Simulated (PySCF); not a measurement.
C3H7O, SMILES [CH2]COC, doublet, CAM-B3LYP/def2-SVP optimised geometry.

```
11

C     -1.90     0.56     1.63
C     -1.23    -0.72     1.25
O      0.16    -0.63     1.13
C      0.59     0.08     0.00
H     -2.97     0.70     1.47
H     -1.35     1.28     2.25
H     -1.41    -1.48     2.04
H     -1.69    -1.13     0.32
H      0.24     1.13     0.00
H      1.69     0.08     0.00
H      0.24    -0.39    -0.94
```

Density from PySCF with unrestricted CAM-B3LYP/def2-TZVP at that geometry.

Minimum of the electron density along straight lines between bonded atoms, close to the bond critical point (lines longer than 1.1 times the sum of covalent radii, or with two minima, are not listed):

```csv
bond,length / Å,ρ at the minimum / e bohr⁻³,∇²ρ there / e bohr⁻⁵,position (fraction from the first atom)
C1–C2,1.487,0.271,-0.74,0.50
C2–O3,1.402,0.272,-0.65,0.36
O3–C4,1.398,0.272,-0.63,0.65
C1–H5,1.092,0.277,-0.96,0.65
C1–H6,1.093,0.277,-0.96,0.65
C2–H7,1.109,0.275,-0.95,0.65
C2–H8,1.111,0.274,-0.94,0.65
C4–H9,1.106,0.276,-0.95,0.65
C4–H10,1.099,0.281,-0.99,0.65
C4–H11,1.108,0.274,-0.94,0.65
```
